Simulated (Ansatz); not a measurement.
Basis sets compared for Sn₄H₂. The state is a singlet with charge 0. Geometry PBE0-D4/def2-SVP. Ansatz on 4 threads of Arm Neoverse V1 on a shared host; times are rough, and most runs start from earlier orbitals.

```xyz
6

Sn    1.6651   -0.9943   -0.3658
Sn   -0.9957   -1.0754   -1.5935
Sn    0.3290   -0.2267    2.1287
Sn   -0.7104    1.2014   -0.0204
H    -0.2164    2.7639   -0.5537
H    -0.0715   -1.6689    0.4047
```

In the def2 sets Sn takes a core potential; there is no spin–orbit coupling. Another isomer (singlet) lies 0.08 eV lower at PBE0-D4/def2-TZVP; other spin states weren't run for this one.

Binding counts from free atoms (Sn triplet, H doublet) in the same basis, without a counterpoise term.

```json
{"level": "PBE-D4/def2-SVP", "functions": "114", "energy (Eh)": "-858.4658", "HOMO (eV)": "-4.70", "LUMO (eV)": "-3.28", "binding per atom (eV)": "2.23", "wall time": "1.3 s"}
{"level": "PBE0-D4/def2-SVP", "functions": "114", "energy (Eh)": "-858.4896", "HOMO (eV)": "-5.47", "LUMO (eV)": "-2.64", "binding per atom (eV)": "2.14", "wall time": "2.5 s"}
```

Problem. Estimate the rows for PBE-D4/def2-TZVP (with forces), PBE0-D4/def2-TZVP.

Solution. 
```tsv
level	functions	energy (Eh)	HOMO (eV)	LUMO (eV)	binding per atom (eV)	wall time
PBE-D4/def2-TZVP (with forces)	212	-858.4937	-4.72	-3.29	2.25	3.5 s
PBE0-D4/def2-TZVP	212	-858.5151	-5.46	-2.64	2.17	5.5 s
```
